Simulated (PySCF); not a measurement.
**Worked example: entropy of an ideal gas**

SnFBr, SMILES [F][Sn][Br] (connectivity only; charge and spin as stated), neutral, multiplicity 1.

Geometry optimised at B3LYP-D3(BJ)/def2-TZVP. The def2 effective core potentials stand for the cores of Sn; spin–orbit coupling is left out.

B3LYP-D3(BJ)/def2-TZVP (PySCF) gives the harmonic wavenumbers 133, 238, 575 cm⁻¹ and the rotational temperatures 0.4168, 0.0705, 0.0603 K. The molar mass is 217.61 g/mol, the symmetry number 1, the spin multiplicity 1.

**Question.** Work out the entropy at 298.15 K and 1 atm in the rigid-rotor, harmonic-oscillator model.

**Answer.** 
Translation (Sackur–Tetrode at 1 atm): S = R[1.5 ln M + 2.5 ln T − 1.16487] = 175.9 J/(mol K).
Rotation: q = (√π/σ) T^1.5/√(θA θB θC) = 217000, S = R[ln q + 3/2] = 114.6 J/(mol K).
Vibration: with u = 1.4388 ν/T, each mode gives R[u/(e^u − 1) − ln(1 − e^−u)]:
```
ν (cm⁻¹)  modes     u  S (J/(mol K))
--------  -----  ----  -------------
133           1  0.64          12.14
238           1  1.15           7.61
575           1  2.77           2.07
```
These are all the modes. Sum 21.8 J/(mol K).
Spin: R ln 1 = 0.0 J/(mol K).
Total 312.3 J/(mol K); the program's own thermochemistry gives 312.3. Translation makes up 56 % and vibration 7 %. Anharmonicity, hindered rotation and orbital degeneracy are left out.
